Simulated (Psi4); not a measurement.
Pair of molecules, SMILES N with SMILES Cl (the first has 4 atoms); geometry from B3LYP-D3(BJ)/def2-TZVP, rigid monomers moved along the line of their centres of mass till N1···H6 is 1.56 Å.
(charge 0, multiplicity 1):
```
atom    x (Å)    y (Å)   z (Å)
----  -------  -------  ------
N     -0.0303   0.0770  0.6092
H     -0.5200  -0.7547  0.2991
H     -0.4651   0.8821  0.1729
H      0.9284   0.0198  0.2851
Cl    -0.1231   0.3032  3.5001
H     -0.0803   0.1985  2.1627
```

Computed with SAPT0/jun-cc-pV(D+d)Z (Psi4 1.11).

Task: Which attractive term is largest, and how does the interaction split up?

Result: electrostatics -30.51, exchange 46.97, induction -20.70, dispersion -6.02, total -10.26 kcal/mol; the largest attraction is electrostatics.
